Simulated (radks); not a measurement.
Results of a calculation; reference values are marked as such.
Effect of the nuclear size on neutral xenon, [Xe]. Level of theory: Dirac Kohn-Sham, PBE, spin-unpolarised, spherical densities, finite nucleus; Fermi nuclear charge, rms radius 4.7859 fm (a radial shooting solver on a logarithmic mesh with Libxc functionals). The rms radius is varied about that value; shifts are against it.

rms radius (fm)  total energy shift (eV)  density at nucleus (e/bohr^3)  1s1/2 shift (meV)  2s1/2 shift (meV)  4s1/2 shift (meV)  4p1/2 shift (meV)  5s1/2 shift (meV)  5p1/2 shift (meV)  5p3/2 shift (meV)
4.3025                             -1.28                      2.768e+05               -534              -63.1              -2.64              0.183             -0.356              0.030              0.034
4.47                              -0.848                      2.749e+05               -354              -41.9              -1.75              0.122             -0.236              0.020              0.023
4.7859                                 0                      2.716e+05              0.000              0.000              0.000              0.000              0.000              0.000              0.000
4.9821                             0.550                      2.696e+05                230               27.2               1.14             -0.079              0.153             -0.013             -0.015
5.7287                              2.81                       2.63e+05               1170                139               5.81             -0.403              0.782             -0.066             -0.075

Slopes of the eigenvalues against <r^2> in GHz/fm^2, as finite differences over the two radii next to the reference (eigenvalue slopes, not the field-shift constants of lines): 1s1/2 29200, 2s1/2 3450, 4s1/2 144, 4p1/2 -10.0, 5s1/2 19.5, 5p1/2 -1.64, 5p3/2 -1.86.
